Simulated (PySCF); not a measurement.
Delta-SCF ions had no search for a lower state. Excitations are Tamm–Dancoff values on a coarser integration grid. The basis has no diffuse functions, so Rydberg states are missing or too high.

**H₃IOSi, SMILES `I[SiH2]O` (H–O–Si–I torsion 54°) (charge 0, multiplicity 1)**

The numbers are results of PBE0-D4/def2-TZVP (PySCF), not measurements.

- HOMO: -7.69 eV
- dipole moment: 1.31 D
- HOMO–LUMO gap: 7.40 eV
- LUMO: -0.29 eV
- S1 excitation (TDA): 6.01 eV
- S1 oscillator strength: 0.013
- T1 excitation (TDA): 5.50 eV
- S1–T1 gap (TDA): 0.51 eV
- vertical ionisation energy (Delta-SCF): 9.91 eV
- total energy: -664.1691 Ha
- cost: very roughly 100 core-seconds

```xyz
6

O     -1.3159    -0.1929    -0.2127
Si     0.2398     0.3006    -0.1195
I      1.4337    -0.8587     1.6733
H     -1.4915    -1.1315    -0.2987
H      0.2014     1.7423     0.1920
H      0.9998     0.0163    -1.3594
```
